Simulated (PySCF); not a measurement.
# Electron correlation in Se (selenium, neutral)

[Ar] 3d10 4s2 4p4, high-spin 3P determinant. Calculation: PySCF 2.14, in aug-cc-pVDZ-PP with ECP10MDF (5s4p3d, 32 functions); a scalar-relativistic core potential. Frozen: 3s2 3p6 3d10; 6 electrons correlated.

```
  level  correlation energy (mhartree)
   CCSD                         -92.09
    (T)                          -1.52
CCSD(T)                         -93.61
  CCSDT                         -93.94
```

Diagnostics: T1 = 0.0083, D1 = 0.0241, largest double amplitude 0.041.

Cost of the coupled-cluster step: roughly 0.19 core-seconds, for 6 correlated electrons.

Iterations:

```
CC2 = 0
CCSD nocc = (np.int64(4), np.int64(2)), nmo = (23, 23)
frozen orbitals [[0, 1, 2, 3, 4, 5, 6, 7, 8], [0, 1, 2, 3, 4, 5, 6, 7, 8]]
max_cycle = 100
direct = 0
conv_tol = 1e-08
conv_tol_normt = 1e-06
diis_space = 8
diis_start_cycle = 0
Init t2, MP2 energy = -0.0757006102850085
Init E_corr(UCCSD) = -0.0757006102858157
cycle = 1  E_corr(UCCSD) = -0.088278765993942  dE = -0.0125781557  norm(t1,t2) = 0.0404461
cycle = 2  E_corr(UCCSD) = -0.0909190085838505  dE = -0.00264024259  norm(t1,t2) = 0.0132487
cycle = 3  E_corr(UCCSD) = -0.0921198501548907  dE = -0.00120084157  norm(t1,t2) = 0.00546606
cycle = 4  E_corr(UCCSD) = -0.0920844338391023  dE = 3.54163158e-05  norm(t1,t2) = 0.00103824
cycle = 5  E_corr(UCCSD) = -0.092090386963558  dE = -5.95312446e-06  norm(t1,t2) = 0.000396742
cycle = 6  E_corr(UCCSD) = -0.0920906212449894  dE = -2.34281431e-07  norm(t1,t2) = 0.000109037
cycle = 7  E_corr(UCCSD) = -0.0920905027177035  dE = 1.18527286e-07  norm(t1,t2) = 2.76829e-05
cycle = 8  E_corr(UCCSD) = -0.0920906284086585  dE = -1.25690955e-07  norm(t1,t2) = 6.2417e-06
cycle = 9  E_corr(UCCSD) = -0.0920905746619496  dE = 5.37467089e-08  norm(t1,t2) = 1.3651e-06
cycle = 10  E_corr(UCCSD) = -0.0920905863942018  dE = -1.17322522e-08  norm(t1,t2) = 3.29678e-07
cycle = 11  E_corr(UCCSD) = -0.0920905886392139  dE = -2.24501215e-09  norm(t1,t2) = 7.3137e-08
UCCSD converged
E(UCCSD) = -371.9381176327862  E_corr = -0.09209058863921392
UCCSD(T) correction = -0.00151578985470469
```
